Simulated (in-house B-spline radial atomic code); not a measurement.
PBE hybrid excitations of the silver ion Ag⁺

Method: PBE hybrid with 0.5 exact exchange. Computed with a B-spline radial code for spherical atoms: linear response of the closed shell [Kr] 4d10 with the functional's adiabatic kernel; scalar-relativistic (spin-free one-electron X2C), finite nucleus, no spin-orbit coupling, no double excitations, S, P, D and F terms only; shells from n = 2 respond. Only terms of natural parity with L up to 3 were computed.

Command:
```bash
python run_td.py task.json out
```
Settings (radii: box in bohr, nucleus in fm):
```
Z                        47
electrons                46
configuration            [Kr] 4d10
hamiltonian              x2c
method                   pbeh
box_radius               41.61
exact_exchange_fraction  0.5
rms_radius               4.5454
intervals                74
```

Time taken, with all properties: 2.2 s on 1 thread of AMD EPYC 9R45 96-Core Processor (Zen 5), on a shared host.

The lowest states, in the order of their Tamm-Dancoff energies; the method's threshold (minus the highest occupied level) is 19.319 eV. Labels give the largest channel, * marks a mixed state, and oscillator strengths are full-response dipole values. Semilocal kernels can invert the small singlet-triplet splittings of Rydberg terms. Energies in eV:

```
     state  full response  Tamm-Dancoff  oscillator strength
4d → 5s 3D          5.072         5.111                    -
4d → 5s 1D          5.742         5.762                    -
4d → 5p 3P         10.163        10.197                    -
4d → 5p 3F         10.397        10.421                    -
4d → 5p 1F         10.648        10.652                    -
4d → 5p 1P         11.179        11.252                  0.6
4d → 6s 3D         14.645        14.649                    -
4d → 6s 1D              ?             ?                    -
4d → 5d 3S         15.234        15.251                    -
4d → 5d 3D         15.512        15.517                    -
4d → 5d 1D         15.606        15.610                    -
4d → 6p 3P         15.842        15.847                    -
4d → 6p 3F         15.890        15.893                    -
4d → 6p 1F         15.937        15.937                    -
4d → 6p 1P              ?             ?                    ?
4d → 5d 1S         16.020        16.079                    -
```

Question: Where does 4d → 6s 1D lie?

Answer: At 14.732 eV in full response, 14.734 eV in Tamm-Dancoff.

Question: Where does 4d → 6p 1P lie?

Answer: At 16.014 eV in full response, 16.027 eV in Tamm-Dancoff, oscillator strength 0.0527.

Question: How large is the singlet-triplet splitting of 4d → 5s (D terms) in Tamm-Dancoff?

Answer: 0.651 eV, from the unrounded values.

Question: What polarisabilities and dispersion coefficient does the method give?

Answer: Dipole 9.425 bohr³, quadrupole 56.29 bohr⁵, C6 55.85 hartree·bohr⁶ for two such species.
